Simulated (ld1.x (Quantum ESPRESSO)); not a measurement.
iron (Fe): one change to an ultrasoft potential, before and after

- Element: iron (Fe)
- Generator: ld1.x (Quantum ESPRESSO) 7.5
- Type: ultrasoft
- Functional: PBE
- Relativity: scalar-relativistic
- Frozen core: [Ar]
- Valence charge: 8
- Reference configuration: 3d6 4s2 4p0
- Partial waves: 4s (bound): rcut 2.00, rcutus 2.30 bohr; 4s channel at 2 Ry: rcut 2.00, rcutus 2.30 bohr; 4p (bound, empty): rcut 1.80, rcutus 2.40 bohr; 4p channel at 2.6 Ry: rcut 1.80, rcutus 2.40 bohr; 3d (bound): rcut 1.00, rcutus 1.35 bohr; 3d channel at 1.8 Ry: rcut 1.00, rcutus 1.35 bohr
- Local potential: all-electron potential smoothed inside 1.30 bohr (lloc = -2)
- Core correction: Bessel-smoothed model core inside 0.65 bohr
- Augmentation charge: built from norm-conserving waves at rcut, not smoothed further

Change: augmentation PSQ, radius 0.75 bohr.

Cutoffs: the cutoffs (Ry, on a coarse ladder) from which the occupation-weighted sum of valence levels, in a spherical-Bessel basis at the reference potential, stays within 10 and 1 mRy of its value at 400 Ry; they do not see the model core or the augmentation charge, which bear on the density cutoff. Errors are all-electron minus pseudo energies relative to the spin-unpolarised reference configuration.

Problem. How do hardness, ghosts and transferability respond?

Solution. The potential gets neither clearly harder nor softer (60 Ry and 100 Ry → 60 Ry and 100 Ry); of the 7 tests that both files solve, the error grows in 1 and shrinks in 6 by more than 15 % and 0.3 meV (median size 24.5 → 3.7 meV); the range in which the s phases agree narrows (upper end 4.3 → 3.3); neither file shows a bound ghost.

```csv
quantity,base,changed
"cutoff, loose",60 Ry,60 Ry
"cutoff, tight",100 Ry,100 Ry
bound ghosts,none,none
"error for 3d6 4s1 4p0, meV [ΔE 8.73 eV]",-9.2,-2.1
"error for 3d6 4s0 4p0, meV [ΔE 24.93 eV]",-52,-9.3
"error for 3d5 4s0 4p0, meV [ΔE 59.16 eV]",-157,-284
"error for 3d6 4s0 4p1, meV [ΔE 13.78 eV]",-25,-3.7
"error for 3d6 4s1 4p1, meV [ΔE 4.10 eV]",-4.1,-0.8
"error for 3d7 4s1 4p0, meV [ΔE -0.79 eV]",-119,-70
"error for 3d6 4s0 4p2, meV [ΔE 8.46 eV]",-16,-2.4
s: phases at 2.61 bohr within 0.05 rad from the reference energy up to (Ry; the scan ends near 5),4.3,3.3
p: phases at 2.61 bohr within 0.05 rad from the reference energy up to (Ry; the scan ends near 5),to the end of the scan,4.7
d: phases at 2.61 bohr within 0.05 rad from the reference energy up to (Ry; the scan ends near 5),to the end of the scan,to the end of the scan
lowest overlap eigenvalue by channel,"s 0.36, p 0.48, d 1.00","s 0.43, p 0.57, d 1.00"
```
